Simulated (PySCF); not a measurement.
C$_{3}$H$_{3}$, charge -1, singlet, at a GFN2-xTB geometry (in this run its highest filled SCF level lies above zero, so its values depend strongly on the basis, on diffuse functions most of all); B3LYP/6-31G (PySCF).

PySCF was given this input:
```python
from pyscf import gto, scf, dft

mol = gto.M(
    atom='''
C     0.00179213   -0.00082963    0.34805219
C     0.00811735   -0.00375776    1.57647903
C    -0.00588691    0.00272522   -1.14330257
H     0.03963094    1.02847941   -1.56026013
H     0.85557099   -0.54993143   -1.56822380
H    -0.91933737   -0.46737496   -1.55888795
''',
    basis='6-31g',
    charge=-1,
    verbose=4,
)

mf = dft.RKS(mol)
mf.xc = 'b3lyp'
mf.diis_space = 2
mf.kernel()
mf.analyze()
```

### Question
What does PySCF print? Leave out banner, timings and long lists.

### Answer

```
PySCF version 2.14.0

[INPUT] verbose = 4
[INPUT] num. atoms = 6
[INPUT] num. electrons = 22
[INPUT] charge = -1
[INPUT] spin (= nelec alpha-beta = 2S) = 0
[INPUT] symmetry False subgroup None
[INPUT] Mole.unit = angstrom
[INPUT] Symbol           X                Y                Z      unit          X                Y                Z       unit  Magmom
[...]
nuclear repulsion = 52.0511060288377
number of shells = 21
number of NR pGTOs = 78
number of NR cGTOs = 33
basis = 6-31g
ecp = {}

******** <class 'pyscf.dft.rks.RKS'> ********
method = RKS
initial guess = minao
damping factor = 0
level_shift factor = 0
DIIS = <class 'pyscf.scf.diis.CDIIS'>
diis_start_cycle = 1
diis_space = 2
diis_damp = 0
SCF conv_tol = 1e-09
SCF conv_tol_grad = None
SCF max_cycles = 50
direct_scf = True
direct_scf_tol = 1e-13
XC library pyscf.dft.libxc version 7.1.2
    S. Lehtola, C. Steigemann, M. J. T. Oliveira, and M. A. L. Marques,  SoftwareX 7, 1–5 (2018)
XC functionals = b3lyp
    P. J. Stephens, F. J. Devlin, C. F. Chabalowski, and M. J. Frisch,  J. Phys. Chem. 98, 11623 (1994)
radial grids:
    Treutler-Ahlrichs [JCP 102, 346 (1995); DOI:10.1063/1.469408] (M4) radial grids

becke partition: Becke, JCP 88, 2547 (1988); DOI:10.1063/1.454033
pruning grids: <function nwchem_prune>
grids dens level: 3
symmetrized grids: False
atomic radii adjust function: <function treutler_atomic_radii_adjust>
small_rho_cutoff = 0
Set gradient conv threshold to 3.16228e-05
Initial guess from minao.
tot grids = 71784
init E= -116.0997676337
[...]
cycle= 1 E= -115.873160331636  delta_E= 0.227  |g|= 0.531  |ddm|= 2.41
[...]
cycle= 2 E= -115.816159500212  delta_E= 0.057  |g|= 0.665  |ddm|= 3.46
[...]
cycle= 3 E= -115.95715902774  delta_E= -0.141  |g|= 0.252  |ddm|= 2.51
[...]
cycle= 4 E= -115.959591667801  delta_E= -0.00243  |g|= 0.235  |ddm|= 0.57
[...]
cycle= 5 E= -115.972750825215  delta_E= -0.0132  |g|= 0.0718  |ddm|= 0.388
[...]
cycle= 6 E= -115.967946401119  delta_E= 0.0048  |g|= 0.153  |ddm|= 0.282
[...]
cycle= 7 E= -115.974230067373  delta_E= -0.00628  |g|= 0.0194  |ddm|= 0.158
[...]
cycle= 8 E= -115.974262710868  delta_E= -3.26e-05  |g|= 0.0154  |ddm|= 0.0691
[...]
cycle= 9 E= -115.974322781278  delta_E= -6.01e-05  |g|= 0.00737  |ddm|= 0.0379
[...]
cycle= 10 E= -115.974269382588  delta_E= 5.34e-05  |g|= 0.0161  |ddm|= 0.022
[...]
cycle= 11 E= -115.97433697169  delta_E= -6.76e-05  |g|= 0.00129  |ddm|= 0.0158
[...]
cycle= 12 E= -115.974336972579  delta_E= -8.88e-10  |g|= 0.00131  |ddm|= 0.00515
[...]
cycle= 13 E= -115.974337409072  delta_E= -4.36e-07  |g|= 0.000603  |ddm|= 0.00249
[...]
cycle= 14 E= -115.97433732537  delta_E= 8.37e-08  |g|= 0.000824  |ddm|= 0.00147
[...]
cycle= 15 E= -115.974337498824  delta_E= -1.73e-07  |g|= 0.00013  |ddm|= 0.001
[...]
cycle= 16 E= -115.974337493226  delta_E= 5.6e-09  |g|= 0.000196  |ddm|= 0.000355
[...]
cycle= 17 E= -115.974337502675  delta_E= -9.45e-09  |g|= 5.82e-05  |ddm|= 0.000217
[...]
cycle= 18 E= -115.974337502519  delta_E= 1.56e-10  |g|= 6.27e-05  |ddm|= 0.000129
[...]
cycle= 19 E= -115.974337503481  delta_E= -9.62e-10  |g|= 1.82e-05  |ddm|= 6.78e-05
[...]
Extra cycle  E= -115.97433750323  delta_E= 2.52e-10  |g|= 3.6e-05  |ddm|= 4.58e-05
converged SCF energy = -115.97433750323
**** SCF Summaries ****
Total Energy =                        -115.974337503229577
Nuclear Repulsion Energy =              52.051106028837722
One-electron Energy =                 -263.278367257928721
Two-electron Energy =                   95.252923725861422
Two-electron Coulomb Energy =          112.817185886485589
DFT Exchange-Correlation Energy =      -17.564262160624160
HOMO-LUMO gap [eV] =                     6.428986968484184
**** MO energy ****
[...]
 ** Mulliken pop on meta-lowdin orthogonal AOs  **
 ** Mulliken pop  **
[...]
 ** Mulliken atomic charges  **
charge of    0C =     -0.33246
charge of    1C =     -0.58527
charge of    2C =     -0.28748
charge of    3H =      0.06840
charge of    4H =      0.06840
charge of    5H =      0.06840

WARN: System has nonzero charge -1; the dipole moment is origin-dependent.
Location of origin: [0. 0. 0.]

Dipole moment(X, Y, Z, Debye): -0.03273,  0.01515, -6.35636
```
